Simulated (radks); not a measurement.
Numerical settings for the rhodium ion Rh+, [Kr] 4d8. All-electron calculation, Dirac Kohn-Sham, PBE, spin-unpolarised, spherical densities, point nucleus; open shells fill j = l - 1/2 first. Program: a radial shooting solver on a logarithmic mesh with Libxc functionals. The defaults (mesh step 0.008 in ln r, mesh end at 40 bohr or more with all orbitals vanishing there, Anderson mixing 0.5 over 9 steps, residual threshold near 1e-9 with the energy settled to 1e-9 hartree or 1e-11 of itself, here a cap of 63 iterations) give E = -4784.7638 hartree and 4d5/2 at -13.390 eV in 14 iterations. Times are rough (one thread of a shared host). Changes against that run (0 stands for a change within the tolerance of the run):

[
 {"setting": "mesh step in ln r 0.12", "iterations": "2", "converged": "no", "E (mhartree)": "diverged", "e(4d5/2) (meV)": "-", "CPU (s)": "0.02"},
 {"setting": "mesh step in ln r 0.05", "iterations": "14", "converged": "yes", "E (mhartree)": "+0.0341", "e(4d5/2) (meV)": "-0.00662", "CPU (s)": "0.03"},
 {"setting": "mesh step in ln r 0.005", "iterations": "14", "converged": "yes", "E (mhartree)": "0", "e(4d5/2) (meV)": "0", "CPU (s)": "0.2"},
 {"setting": "mesh end (bohr) 20", "iterations": "14", "converged": "yes", "E (mhartree)": "0", "e(4d5/2) (meV)": "0", "CPU (s)": "0.13"},
 {"setting": "mesh end (bohr) 2", "iterations": "13", "converged": "level above zero", "E (mhartree)": "+7.2e+03", "e(4d5/2) (meV)": "+4.6e+04", "CPU (s)": "0.09"},
 {"setting": "residual threshold 0.1", "iterations": "9", "converged": "yes", "E (mhartree)": "0", "e(4d5/2) (meV)": "-1.57", "CPU (s)": "0.1"},
 {"setting": "residual threshold 0.001", "iterations": "9", "converged": "yes", "E (mhartree)": "0", "e(4d5/2) (meV)": "-1.57", "CPU (s)": "0.1"},
 {"setting": "mixing 0.05", "iterations": "18", "converged": "yes", "E (mhartree)": "0", "e(4d5/2) (meV)": "0", "CPU (s)": "0.16"},
 {"setting": "linear mixing, mixing 1", "iterations": "63", "converged": "no", "E (mhartree)": "+1.91e+04", "e(4d5/2) (meV)": "-1.66e+05", "CPU (s)": "1.4"},
 {"setting": "linear mixing, mixing 0.8", "iterations": "63", "converged": "no", "E (mhartree)": "+1.38e+03", "e(4d5/2) (meV)": "-1.81e+04", "CPU (s)": "0.76"},
 {"setting": "mixing history 3", "iterations": "17", "converged": "yes", "E (mhartree)": "0", "e(4d5/2) (meV)": "0", "CPU (s)": "0.14"},
 {"setting": "iteration cap 8", "iterations": "8", "converged": "no", "E (mhartree)": "0", "e(4d5/2) (meV)": "-1.57", "CPU (s)": "0.08"}
]

Settled on a wrong energy, with an occupied level pushed above zero by the early mesh end: mesh end (bohr) 2 (+7.2 hartree). Apart from these: no run marked as converged misses the energy by more than 1 mhartree. A mesh that ends early acts as a hard wall.
